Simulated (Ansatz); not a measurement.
The inner images of a band of CH3NSTe (7 atoms, charge 0, multiplicity 1) are given out of order.

Level of theory: RKS PBE/def2-SVP (Ansatz).

First end point:

```xyz
7
Properties=species:S:1:pos:R:3
N -0.547 0.843 0.701
C 0.110 -0.247 0.241
S 0.420 -1.601 1.114
Te 0.782 0.078 -1.838
H -0.898 0.824 1.663
H -0.847 1.603 0.088
H 1.042 -1.567 -2.016
```

Last end point:

```xyz
7
Properties=species:S:1:pos:R:3
N -0.702 1.257 0.423
C -0.003 0.246 0.106
S 0.304 -1.102 1.211
Te 1.056 -0.046 -1.812
H -0.558 -0.653 2.174
H -0.817 1.935 -0.344
H 0.781 -1.705 -1.805
```

Q: Put them in order from the first end to the last, with their energies above the first end.
A.
```xyz
7
Properties=species:S:1:pos:R:3
N -0.610 1.222 0.517
C -0.076 0.160 0.061
S 0.072 -1.226 1.155
Te 0.683 -0.106 -1.974
H -0.523 -0.432 2.096
H -0.681 2.007 -0.141
H 1.195 -1.693 -1.760
```
B.
```xyz
7
Properties=species:S:1:pos:R:3
N -0.567 0.840 0.700
C 0.048 -0.260 0.210
S 0.347 -1.625 1.071
Te 0.606 0.013 -1.909
H -0.875 0.819 1.676
H -0.749 1.676 0.142
H 1.251 -1.532 -1.935
```
C.
```xyz
7
Properties=species:S:1:pos:R:3
N -0.658 1.282 0.460
C -0.054 0.233 0.074
S 0.188 -1.165 1.135
Te 0.848 -0.072 -1.911
H -0.525 -0.624 2.169
H -0.746 2.010 -0.265
H 1.008 -1.733 -1.708
```
D.
```xyz
7
Properties=species:S:1:pos:R:3
N -0.571 1.011 0.644
C -0.009 -0.023 0.060
S 0.079 -1.328 1.185
Te 0.681 -0.069 -1.962
H -0.601 0.094 1.710
H -0.724 1.904 0.152
H 1.207 -1.657 -1.834
```
E.
```xyz
7
Properties=species:S:1:pos:R:3
N -0.575 0.881 0.679
C 0.035 -0.187 0.122
S 0.255 -1.534 1.056
Te 0.664 -0.029 -1.953
H -0.790 0.611 1.649
H -0.782 1.786 0.246
H 1.254 -1.596 -1.846
```
F.
```xyz
7
Properties=species:S:1:pos:R:3
N -0.575 0.936 0.681
C 0.015 -0.106 0.080
S 0.152 -1.420 1.122
Te 0.680 -0.051 -1.959
H -0.680 0.355 1.636
H -0.762 1.851 0.227
H 1.231 -1.632 -1.834
```
G.
```xyz
7
Properties=species:S:1:pos:R:3
N -0.582 1.114 0.581
C -0.042 0.075 0.055
S 0.055 -1.261 1.206
Te 0.680 -0.091 -1.974
H -0.551 -0.183 1.889
H -0.696 1.958 0.017
H 1.198 -1.680 -1.819
```

A: B (0.00 eV), E (+0.16 eV), F (+0.84 eV), D (+1.46 eV), G (+0.98 eV), A (+0.61 eV), C (+0.54 eV).

Time of the run: 3.2 min on 2 threads of Arm Neoverse V1 (shared host), peak memory 0.13 GiB.
